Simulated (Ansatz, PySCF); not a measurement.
Energy difference R1 + R2 → P1 + P2, each structure at its B3LYP-D3(BJ)/def2-TZVP stationary point, reached from a drawn start (curvature not checked).
R1, SiCl4 (SMILES Cl[Si](Cl)(Cl)Cl) (charge 0, multiplicity 1):
| atom | x (Å) | y (Å) | z (Å) |
|---|---|---|---|
| Si | 0.0000 | 0.0000 | 0.0000 |
| Cl | 1.7711 | 0.9606 | -0.2670 |
| Cl | -0.0480 | -1.6676 | -1.1609 |
| Cl | -0.1967 | -0.5281 | 1.9528 |
| Cl | -1.5265 | 1.2351 | -0.5249 |
P1: Cl4Ti (SMILES [Cl][Ti]([Cl])([Cl])[Cl]), charge 0, multiplicity 1.
R2: Cl3FTi (SMILES [F][Ti]([Cl])([Cl])[Cl]), charge 0, multiplicity 1.
P2: Cl3FSi (SMILES F[Si](Cl)(Cl)Cl), charge 0, multiplicity 1.

P less R. No zero-point or thermal terms; no spin–orbit coupling.

Correlated levels freeze the cores.

Codes used: Ansatz (a quantum-chemistry and plane-wave program) with Gaussian orbitals; PySCF for the D3/D4 terms. Each number belongs to the level named beside it.

PBE/def2-TZVPP gives -5.18 kcal/mol for the reaction energy.

**Question.** Predict the shift from PBE, with its sign, for: PBE-D3(BJ)/def2-TZVPP, r2SCAN/def2-TZVPP, PBE0/def2-TZVPP, wB97M-V/def2-TZVPP, B2PLYP/def2-TZVPP, MP2/def2-QZVPP, CCSD(T)/def2-QZVPP.

**Answer.** PBE-D3(BJ)/def2-TZVPP 0.08; r2SCAN/def2-TZVPP -2.04; PBE0/def2-TZVPP -1.18; wB97M-V/def2-TZVPP -1.06; B2PLYP/def2-TZVPP -3.97; MP2/def2-QZVPP -4.60; CCSD(T)/def2-QZVPP -4.20 kcal/mol. 1 of 7 lie above PBE; the widest gap is to MP2/def2-QZVPP.
